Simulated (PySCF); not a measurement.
Spinor energies of Hg⁺ (mercury, charge +1)

Start: [Xe] 4f14 5d10 6s1; 6s1/2 filled at m_j = +1/2. Calculated with PySCF 2.14 in x2c-TZVPall-2c (11s11p10d2f, 108 functions): generalised Hartree-Fock with the X2C-1e Hamiltonian and a Gaussian nucleus; spin-orbit coupling (SO) screened by Boettger's factors. This is a chosen level, not necessarily the ground level.

| spinor shell | electrons | ε, screened SO (eV) | weight of nominal j (screened SO) | rms radius, screened SO (bohr) |
| --- | --- | --- | --- | --- |
| 1s1/2 | 2 | -83547.0 | 1.000 | 0.0187 |
| 2s1/2 | 2 | -14964.7 | 1.000 | 0.0755 |
| 2p1/2 | 2 | -14334.0 | 1.000 | 0.0639 |
| 2p3/2 | 4 | -12381.0 | 1.000 | 0.0720 |
| 3s1/2 | 2 | -3627.2 | 1.000 | 0.193 |
| 3p1/2 | 2 | -3344.2 | 1.000 | 0.184 |
| 3p3/2 | 4 | -2905.2 | 1.000 | 0.201 |
| 3d3/2 | 4 | -2442.2 | 1.000 | 0.176 |
| 3d5/2 | 6 | -2348.6 | 1.000 | 0.180 |
| 4s1/2 | 2 | -841.90 | 1.000 | 0.424 |
| 4p1/2 | 2 | -719.48 | 1.000 | 0.429 |
| 4p3/2 | 4 | -612.07 | 1.000 | 0.463 |
| 4d3/2 | 4 | -411.75 | 1.000 | 0.475 |
| 4d5/2 | 6 | -391.13 | 1.000 | 0.486 |
| 5s1/2 | 2 | -147.65 | 1.000 | 0.971 |
| 4f5/2 | 6 | -130.60 | 1.000 | 0.526 |
| 4f7/2 | 8 | -126.44 | 1.000 | 0.528 |
| 5p1/2 | 2 | -105.29 | 1.000 | 1.05 |
| 5d3/2 | 4 | -26.787 | 0.996 | 1.53 |
| 5d5/2 | 6 | -24.608 | 0.997 | 1.60 |
| 6s1/2 | 1 | -17.371 | 1.000 | 2.82 |

Where does 5p3/2 lie, and what is the 5p spin-orbit splitting (screened SO)?

At -86.341 eV, 18.945 eV above 5p1/2.

| quantity | screened SO |
| --- | --- |
| E (hartree) | -19639.35883 |
| M_J | 1/2 |
| ⟨J²⟩ | 0.752 |
| ⟨L²⟩ | 0.185 |
| ⟨S²⟩ | 0.938 |

Each row is a mean over spinors that exchange with the open shell spreads, by up to 0.332 eV (5d5/2).

Breit and QED terms are absent; they matter most for the inner s and p1/2 levels.

Densities and radii are taken from the X2C orbitals without a picture-change correction, which distorts them close to the nucleus.
